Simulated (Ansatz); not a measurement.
Cost and result for the atomization energy of `B/C=C\O` (9 atoms, 8 bonds).

Z-matrix (Å, degrees):
```
B
C 1 1.519
H 1 1.196 2 121.0
H 1 1.198 2 120.0 3 180.0
C 2 1.347 1 124.8 3 -0.0
H 2 1.086 1 121.5 3 180.0
O 5 1.337 2 123.8 1 0.0
H 5 1.091 2 121.5 1 -180.0
H 7 0.960 5 110.0 2 -180.0
```

Charge 0, multiplicity 1. Geometry: relaxed with PBE0-D4/def2-TZVP. It is one conformer, not always the lowest. Program: Ansatz. Hardware: A = 2 threads of an AMD EPYC 7R13 on a shared host; B = 2 threads of an AMD EPYC 7R13 on a shared host and a share of an NVIDIA H100 80 GB. Times are those of one run each, without the atoms' runs, and a repeat can differ threefold. Electronic energies, without spin–orbit coupling; frozen cores. CCSD(T)/CBS extrapolates def2-TZVPP and def2-QZVPP, and its time is that of the two runs behind it. T1 = 0.013. B3LYP takes the VWN-RPA correlation (the form of Gaussian; ORCA's B3LYP/G).

CCSD(T)/CBS is a level of theory with its own doubt, some kJ/mol a heavy atom from the limit and from the frozen cores, so smaller differences don't rank the functionals.

```csv
level,functions,wall time,atomization (kcal/mol),difference from CCSD(T)/CBS,per bond
PBE-D4/def2-TZVPP (with forces) [A],194,1.7 s,869.7,27.8,3.5
PBE0-D4/def2-TZVPP [A],194,1.7 s,851.8,9.9,1.2
CCSD(T)/def2-TZVPP [B],194,2 s,822.9,-19.0,-2.4
B3LYP-D4/def2-TZVPP (with forces) [A],194,2.5 s,849.5,7.6,1.0
r2SCAN-D4/def2-TZVPP (with forces) [A],194,3 s,852.0,10.1,1.3
B2PLYP/def2-TZVPP [A],194,3.2 s,840.7,-1.2,-0.2
ωB97X-V/def2-TZVPP [A],194,4.5 s,845.8,3.9,0.5
ωB97M-V/def2-TZVPP (with forces) [A],194,6 s,849.4,7.5,0.9
CCSD(T)/def2-QZVPP [B],378,14 s,834.2,-7.7,-1.0
CCSD(T)/CBS(def2),–,16 s,841.9,0.0,0.0
```

The D4 term adds +4.8 kcal/mol with B3LYP and +2.5 kcal/mol with PBE0; it sums over pairs of atoms, weighted by their polarisabilities, and B3LYP, whose exchange is more repulsive, gets the larger term. In def2-TZVPP, CCSD(T) changes the Hartree–Fock value by +198.0 kcal/mol (the triples alone add +12.9 kcal/mol) and MP2 by +215.2 kcal/mol; breaking electron pairs costs correlation energy, which Hartree–Fock lacks. From PBE to PBE0 (25 % exact exchange), in def2-TZVPP and without D4, the atomization energy moves by −17.4 kcal/mol: exact exchange takes away binding that semilocal exchange gives to molecules.
